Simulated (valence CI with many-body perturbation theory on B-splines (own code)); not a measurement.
# Lu32+: key properties

Computed by valence CI with perturbative core correlation (CI+MBPT): three valence electrons over a frozen Dirac-Fock core [Kr], a basis of 7 s, 7 p, 8 d, 6 f, 4 g, 1 h functions for each j, with the one-electron correlation potential Σ1, the two-electron term Σ2, the three-electron term Σ3, Breit, model QED; selected CI, second order for the rest, scaled by the run's own slope (own B-spline code, finite nucleus).

The last digits are not significant, and no measured levels were compared; by estimate large intervals hold to a few tenths of a per cent, small ones and those within an open d or f shell to about a per cent. The list stops below the first excitations out of the core.

Levels are named by their leading jj configuration (3d3/2^4 stands for four electrons in 3d with j = 3/2), which in mixed levels can hold well under half, so a name can repeat and another be missing.

Rates and lifetimes use the calculated energies. Strong lines usually hold to 10 to 20 %, long lifetimes can be off by a factor of two.

(1) What is the ground level?

(2) How well does LS coupling describe the low levels?

(3) What is the ionisation energy?

(4) Name the longest-lived excited levels whose lifetime is computed, and their main decay.

Answers

(1) (4d3/2^3) J=3/2, composition 53 % 4d3 4F + 34 % 4d3 2D + 9 % 4d3 2P, g = 0.667.

(2) Among the lowest 19 levels the leading LS term, summed over configurations, holds 58 % on average. For single configurations the figures are 58 % in LS and 94 % in jj coupling. Terms mix most in the J = 3/2 level at 13.872 eV, where the leading one holds 40 %.

(3) 1293.5 eV; NIST lists 1292 ± 4 eV (theoretical).

(4) (4d3/2^2 4d5/2) J=9/2 at 15.437 eV lives 2.28 s, mostly by M1 to (4d3/2^2 4d5/2) J=7/2.
